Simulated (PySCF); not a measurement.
Bonds (- single, = double, # triple, : aromatic): C1#C2, C2-C3, C3=C4, C4-C5, C5=O6, C5-C7, C7=C8, C7-O9, O9-C10. C1 carries H11; C3 carries H12; C4 carries H13; C8 carries H14, H15; C10 carries H16, H17, H18. Stereochemistry as in C#C/C=C/C(=O)C(=C)OC. H15 is cis to C5; H14 is trans to C5.

Calculated, not measured (PySCF 2.14): NMR shieldings at PBE0/pcSseg-1/GIAO, geometry: PBE0-D3(BJ)/def2-SVP. Relativity neglected, one averaged value for each set of equivalent atoms, no solvent, single conformer.

Scale: ¹³C (σref 184.41) and ¹H (σref 31.27) vs TMS; ¹⁷O (σref 334.56) against H2O (reference shieldings calculated alike).

```csv
atoms,nucleus,count,δ (ppm)
C5,¹³C,1,185.4
C7,¹³C,1,163.7
H11,¹H,1,3.85
C2,¹³C,1,85.8
C4,¹³C,1,?
H13,¹H,1,7.44
H14,¹H,1,?
H15,¹H,1,?
H16/H17/H18,¹H,3,3.60
O6,¹⁷O,1,?
C10,¹³C,1,54.6
C1,¹³C,1,101.8
C8,¹³C,1,95.9
H12,¹H,1,7.13
C3,¹³C,1,?
O9,¹⁷O,1,108.9
```

Estimate the values marked ?.

## Answers


- C4: 140.3 ppm, α carbon of a C=C–C=O unit; the olefinic region
- C3: 134.6 ppm, β carbon of a C=C–C=O unit; conjugation with the carbonyl draws π density from the β position
- H15: 5.86 ppm, hydrogen on a β carbon of a C=C–C=O unit; olefinic region
- H14: 4.43 ppm, hydrogen on a β carbon of a C=C–C=O unit; olefinic region
- O6: 574.7 ppm, ketone oxygen

Shifts are as computed. Against solution values, carbons near 30 ppm lie about +2 ppm off and those near 130 ppm about +5 ppm. Of 1211 compounds with measured shifts, 218 miss one by over three times the rms of a fit or turn the order of signals round; such compounds aren't used in these exercises. Unscaled 17O shifts of doubly bonded oxygen tend to come out too high, by tens of ppm or more. Experimental scales use liquid or dissolved standards, which lie at an offset from isolated H2O (liquid H2O: subtract about 36 ppm).
